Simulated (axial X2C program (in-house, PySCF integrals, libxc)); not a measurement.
## SiSe⁻: from the spin-free to the two-component result

All values were computed with an axial X2C code built on PySCF integrals. Spin-free means the one-electron spin-free X2C Hamiltonian; two-component (2c) means X2C with spin–orbit coupling and atomic mean-field two-electron Coulomb and Gaunt terms, so the difference of the two also holds small scalar two-electron terms. Basis: Se dyall-acv3z [9s10p7d5f1g], Si dyall-av3z [9s8p3d2f] (cores contracted in-house); Gaussian nuclei, density fitting, unrestricted open shells. Masses: Se 79.917 u, Si 27.977 u.

Spin-free state: M_S = 1/2, Λ = 1 (beyond evenly filled blocks: π+α); fragments Se- + Si.

| level | Re (Å) | ωe (cm⁻¹) | De (eV) | μ (D) |
| --- | --- | --- | --- | --- |
| PBE0 | 2.169 | 475.3 | 4.169 | -2.82 |
| BLYP | 2.209 | 429.4 | 4.046 | -3.15 |

Dipoles are positive if Si is the positive end and refer to the centre of mass.

Question: Within this multiplet, which Ω should lie lowest by the rule for regular and inverted multiplets?

Answer: The open π shell holds one electron, so the multiplet is regular: Ω = Λ − 1/2 = 1/2. The PBE0 2c search agrees, though Ω = 3/2 of the search lies only 0.07 eV higher.

Two-component determinant lowest at the distance of the search:

Ω = 1/2 (⟨Sz⟩ = -0.50, ⟨Lz⟩ = 1.00 at PBE0); fragments Se- + Si.

```tsv
level	Re (Å)	ωe (cm⁻¹)	De (eV)	μ (D)
PBE0	2.171	474.0	4.166	-2.85
BLYP	2.211	428.1	4.005	-3.16
```

Question: From the two tables, how do the constants change at the PBE0 level (2c against spin-free)?

Answer: At the PBE0 level Re increases by 0.002 Å and ωe goes down by 1.3 cm⁻¹; De is not compared, since the atomic limits differ or miss part of their spin–orbit lowering.

The state is a single determinant with fixed occupations, the lowest that a limited PBE0 search found. Dissociation energies refer to the lowest single-determinant-based atoms at the same level and basis. Density functionals use the spin component along the axis (collinear). The 2c atoms are single determinants rather than J levels; their spin–orbit lowering is only partly caught, and De is too large by that part. This holds for PBE0, BLYP. The functionals have no current-density term, which raises determinants with orbital currents, atoms included. The highest occupied level of some functionals is positive through self-interaction error; at Hartree–Fock it is bound.
